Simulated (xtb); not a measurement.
A run for xtb: GFN1-xTB on H3O3Sn (SMILES [OH][Sn]([OH])[OH]).

```
$ xtb mol.xyz --gfn 1 --sp --chrg 0 --uhf 1
7

O     -1.07593076    -1.21769666    -0.87531500
Sn    -0.36549382    -0.12064420     0.65963228
O     -0.45772913     1.78792492     0.01738062
O      1.60405822    -0.54461889     0.72884585
H     -1.77429830    -0.74073086    -1.35094205
H      0.29752426     2.30205378     0.34406592
H      1.77186953    -1.46628809     0.47633239
```

### Question
Give the final energy of this run.

### Answer
-18.1833 hartree.
